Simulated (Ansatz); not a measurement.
Task: Name a neutral molecule of Al, C, S, Si and H with LUMO energy (PBE/def2-TZVPP) between -2.10 and -1.80 eV and zero-point energy (PBE0-D4/def2-TZVP) between 192 and 208 kJ/mol (Ansatz, PBE0-D4/def2-TZVP geometry).

Result: `[AlH2][C@H]1C[Si@@H]1S` (-1.86 eV, 196.8 kJ/mol); `C=[C]([AlH2])[SiH2]S` (-2.10 eV, 192.1 kJ/mol). Other molecules can fit too; these were computed, each in one conformer that needn't be the lowest.
